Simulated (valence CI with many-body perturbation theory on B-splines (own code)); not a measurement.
The numbers below are computed, except where a source is named.
**From CI to CI+MBPT in Nd⁴⁶⁺**

Level of theory: configuration interaction combined with many-body perturbation theory (CI+MBPT): four valence electrons over a frozen Dirac-Fock core [Ne], radial functions for each j: 11 s, 11 p, 9 d, 7 f, 5 g, 2 h, 1 i, with the one-electron correlation potential Σ1, the two-electron term Σ2, the three-electron term Σ3, Breit, model QED; selected CI, second order for the rest (own B-spline code, finite nucleus).

The last digits are not significant, and no measured levels were compared; by estimate large intervals hold to a few tenths of a per cent, small ones and those within an open d or f shell to about a per cent.

Each rung adds one term. CI alone is the Dirac-Coulomb CI over the frozen core; QED comes last and gives the full result, which names the levels. Energies are above (3s^2 3p1/2^2) J=0 on the same rung, in × 10³ cm⁻¹.

Levels are named by their leading jj configuration (3d3/2^4 stands for four electrons in 3d with j = 3/2), which in mixed levels can hold well under half, so a name can repeat and another be missing. Letters in brackets count levels of one name in rising energy.

```tsv
Level	CI alone	Σ1	Σ2	Σ3	Breit	QED	Full
(3s^2 3p1/2 3p3/2) J=1	1015.8	+0.86	+0.75	+0.15	-14.61	+1.69	1004.7
(3s^2 3p1/2 3p3/2) J=2	1077.2	+0.87	+0.50	+0.03	-16.63	+1.68	1063.7
(3s 3p1/2^2 3p3/2) J=2	1993.7	-1.01	+0.61	+0.52	-2.29	-14.76	1976.7
(3s^2 3p3/2^2) J=2	2135.0	+1.72	+1.27	+0.08	-30.04	+3.22	2111.3
(3s 3p1/2^2 3p3/2) J=1	2175.8	-0.99	-1.24	+0.33	-3.09	-13.31	2157.5
(3s^2 3p3/2^2) J=0	2261.4	+1.73	+0.77	-0.17	-27.93	+3.18	2238.9
(3s^2 3p1/2 3d3/2) J=2	2389.1	-0.83	-0.92	-0.21	-21.30	-1.03	2364.8
(3s^2 3p1/2 3d3/2) J=1	2645.6	-0.86	-5.69	-1.01	-17.03	-3.11	2617.9
(3s^2 3p1/2 3d5/2) J=2	2723.4	-0.09	-1.56	-0.23	-25.57	-2.45	2693.5
(3s^2 3p1/2 3d5/2) J=3	2744.0	-0.05	-1.59	-0.45	-30.06	-0.91	2710.9
(3s 3p1/2 3p3/2^2) J=2 [a]	3012.0	-0.18	-0.29	+0.15	-16.93	-11.39	2983.3
(3s 3p1/2 3p3/2^2) J=3	3099.8	-0.13	+0.47	+0.34	-20.44	-11.92	3068.2
(3s 3p1/2 3p3/2^2) J=0	3164.7	-0.15	+0.95	+0.36	-15.28	-12.08	3138.5
(3s 3p1/2 3p3/2^2) J=1 [a]	3247.8	-0.13	-0.51	+0.29	-17.74	-11.73	3218.0
(3s 3p1/2 3p3/2^2) J=2 [b]	3268.6	-0.12	-1.45	+0.27	-20.82	-10.24	3236.2
(3s 3p1/2 3p3/2^2) J=1 [b]	3332.8	-0.17	-3.61	+0.09	-15.38	-13.31	3300.5
(3s 3p1/2^2 3d3/2) J=1	3385.3	-2.72	-1.47	-0.05	-4.79	-17.75	3358.6
(3s 3p1/2^2 3d3/2) J=2	3427.5	-2.69	-1.80	-0.15	-6.31	-17.76	3398.8
(3s^2 3p3/2 3d3/2) J=3	3646.2	+0.05	-3.37	-0.83	-36.56	+0.11	3605.6
(3s^2 3p3/2 3d3/2) J=2	3650.0	-0.03	-5.23	-0.72	-31.04	-2.85	3610.1
(3s^2 3p3/2 3d3/2) J=1	3654.8	0.00	-4.17	-0.69	-31.93	-1.37	3616.6
(3s^2 3p3/2 3d3/2) J=0	3662.9	+0.01	-3.82	-0.77	-30.65	-0.91	3626.8
(3s 3p1/2^2 3d5/2) J=3	3716.3	-1.94	-2.71	-0.27	-15.27	-17.01	3679.1
(3s^2 3p3/2 3d5/2) J=4	3736.1	+0.81	-0.20	-0.28	-44.71	+1.38	3693.1
(3s^2 3p3/2 3d5/2) J=2	3766.3	+0.78	-0.60	-0.17	-41.61	+0.02	3724.7
(3s 3p1/2^2 3d5/2) J=2	3798.9	-1.98	-2.90	-0.47	-13.29	-17.67	3762.6
(3s^2 3p3/2 3d5/2) J=3	3961.0	+0.72	-4.48	-1.19	-42.78	+0.84	3914.1
(3s^2 3p3/2 3d5/2) J=1	4005.4	+0.78	-3.07	-1.38	-39.86	+0.56	3962.4
(3s 3p1/2 3p3/2 3d3/2) J=2 [a]	4224.1	-1.94	-0.89	+0.56	-11.77	-21.94	4188.1
(3s 3p1/2 3p3/2 3d3/2) J=0 [a]	4276.4	-1.90	+0.59	+0.32	-14.97	-17.77	4242.6
(3s 3p1/2 3p3/2 3d3/2) J=1 [a]	4299.1	-1.88	+0.41	+0.15	-19.01	-16.11	4262.7
```

The middle columns are the shifts that each term adds.

Problem. How does the ionisation energy move along the ladder, and which term matters most?

Solution. CI alone 3896.4, + Σ1 3897.5, + Σ2 3897.5, + Σ3 3897.3, + Breit 3892.7, + QED 3892.8 eV. The largest step is Breit, -4.6 eV. NIST lists 3891 ± 4 eV (theoretical).
